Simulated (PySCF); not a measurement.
Dissociation curve of SMILES B (H₃B). The B1–H4 bond (B1 also carries H, H; H4 carries nothing else) is stretched with both fragments frozen at the PBE0/def2-TZVP optimised geometry.

Levels: NEVPT2 = SC-NEVPT2 on CASSCF(2,2)/cc-pVDZ, all electrons correlated (PySCF 2.14.0); CASSCF(2,2)/cc-pVDZ (PySCF); UKS-BP86/6-31G* = unrestricted BP86/6-31G*, spherical d (PySCF); RKS-BP86/6-31G* = PySCF 2.14.0 with restricted BP86/6-31G*, spherical d.

Energies are in kJ/mol, each relative to the lowest point of its own curve near equilibrium.

```
R / Å  NEVPT2  CASSCF(2,2)  UKS-BP86/6-31G*  RKS-BP86/6-31G*
-----  ------  -----------  ---------------  ---------------
0.90    195.5        201.0            182.5            182.5
0.97    102.6        106.9             93.9             93.9
1.00     74.4         78.3             67.3             67.3
1.07     29.4         32.1             25.4             25.4
1.12     11.2          [?]              9.0              9.0
1.16      [?]          4.5              2.1              2.1
1.19      0.3          [?]              0.0              0.0
1.23      0.0          0.0              0.5              0.5
1.26      [?]          1.4              2.9              2.9
1.30      7.1          [?]              8.5              8.5
1.40     29.1         25.5             31.2             31.2
1.48     53.0         47.6             55.3             55.3
1.60     94.3         85.9             96.6             96.6
1.77    155.9        143.4            158.6            158.6
1.95    217.8        201.3            222.7            222.7
2.14    274.9        254.7            284.8            284.8
2.37    329.9        306.3            350.5            350.5
2.60    369.7        343.7            399.4            405.5
2.92    403.7        375.7            435.2            465.9
3.21    419.7        390.7            451.2            507.2
3.60    429.2        399.7            461.3              [?]
4.16    433.3        403.5            466.3            582.4
```

Question: Some entries are withheld; supply them.

Answer: 
- 1.12, CASSCF(2,2): 13.2
- 1.16, NEVPT2: 3.2
- 1.19, CASSCF(2,2): 1.1
- 1.26, NEVPT2: 2.0
- 1.30, CASSCF(2,2): 5.7
- 3.60, RKS-BP86/6-31G*: 547.3

The unrestricted determinant behind UKS-BP86/6-31G* is spin-contaminated at 2.60 to 4.16 Å (<S²> up to 1.0, against 0.00 for a pure singlet). The restricted form behind RKS-BP86/6-31G* keeps the bonding electrons paired and can't separate into open-shell fragments.
